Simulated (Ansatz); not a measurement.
tetraphenylgermane, `c1cc[c]([Ge]([c]2ccccc2)([c]2ccccc2)[c]2ccccc2)cc1`. Charge 0, multiplicity 1. Geometry PBE-D4/def2-SVP; atoms count from 1.

```xyz
45

C    -3.205   -0.374    3.540
C    -3.583    0.176    2.304
C    -2.646    0.269    1.262
C    -1.322   -0.185    1.440
Ge    0.000    0.000    0.000
C     0.754    1.812    0.021
C     2.010    2.075   -0.567
C     2.533    3.378   -0.590
C     1.806    4.436   -0.022
C     0.557    4.188    0.571
C     0.037    2.884    0.593
C    -0.883   -0.331   -1.721
C    -1.878   -1.325   -1.838
C    -2.482   -1.594   -3.078
C    -2.098   -0.868   -4.217
C    -1.113    0.127   -4.113
C    -0.512    0.394   -2.873
C     1.450   -1.296    0.261
C     2.514   -1.016    1.145
C     3.532   -1.959    1.364
C     3.499   -3.195    0.698
C     2.448   -3.484   -0.187
C     1.432   -2.540   -0.405
C    -0.958   -0.739    2.685
C    -1.892   -0.832    3.729
H    -3.939   -0.449    4.357
H    -4.614    0.532    2.151
H    -2.957    0.691    0.292
H     2.594    1.249   -1.005
H     3.515    3.568   -1.051
H     2.216    5.458   -0.037
H    -0.013    5.015    1.021
H    -0.940    2.698    1.068
H    -2.195   -1.894   -0.948
H    -3.258   -2.371   -3.155
H    -2.572   -1.076   -5.189
H    -0.814    0.702   -5.003
H     0.254    1.183   -2.799
H     2.556   -0.044    1.664
H     4.357   -1.727    2.055
H     4.297   -3.934    0.868
H     2.422   -4.450   -0.715
H     0.617   -2.772   -1.109
H     0.069   -1.111    2.840
H    -1.594   -1.269    4.695
```

Single mean-field runs in def2-TZVP are fitted with def2-universal-jkfit.

Question: Estimate the Mulliken populations of the heavy atoms from the PBE0/def2-TZVP orbitals of Ansatz.

Answer: 
```tsv
atom	charge (e)
C1	-0.10
C2	-0.12
C3	-0.20
C4	0.01
Ge5	0.46
C6	0.01
C7	-0.20
C8	-0.12
C9	-0.10
C10	-0.14
C11	-0.19
C12	0.01
C13	-0.20
C14	-0.12
C15	-0.10
C16	-0.14
C17	-0.19
C18	0.01
C19	-0.20
C20	-0.12
C21	-0.10
C22	-0.14
C23	-0.19
C24	-0.19
C25	-0.14
```
Mulliken values depend strongly on the basis.

Question: And the Mayer bond orders between heavy atoms (over 0.3)?

Answer: C1–C2 1.41 (1.40 Å); C1–C25 1.41 (1.40 Å); C2–C3 1.42 (1.40 Å); C3–C4 1.35 (1.41 Å); C4–Ge5 0.92 (1.96 Å); C4–C24 1.41 (1.41 Å); Ge5–C6 0.92 (1.96 Å); Ge5–C12 0.92 (1.96 Å); Ge5–C18 0.92 (1.96 Å); C6–C7 1.35 (1.41 Å); C6–C11 1.41 (1.41 Å); C7–C8 1.42 (1.40 Å); C8–C9 1.41 (1.40 Å); C9–C10 1.41 (1.40 Å); C10–C11 1.44 (1.40 Å); C12–C13 1.35 (1.41 Å); C12–C17 1.41 (1.41 Å); C13–C14 1.42 (1.40 Å); C14–C15 1.41 (1.40 Å); C15–C16 1.41 (1.40 Å); C16–C17 1.44 (1.40 Å); C18–C19 1.35 (1.41 Å); C18–C23 1.41 (1.41 Å); C19–C20 1.42 (1.40 Å); C20–C21 1.41 (1.40 Å); C21–C22 1.41 (1.40 Å); C22–C23 1.44 (1.40 Å); C24–C25 1.44 (1.40 Å).
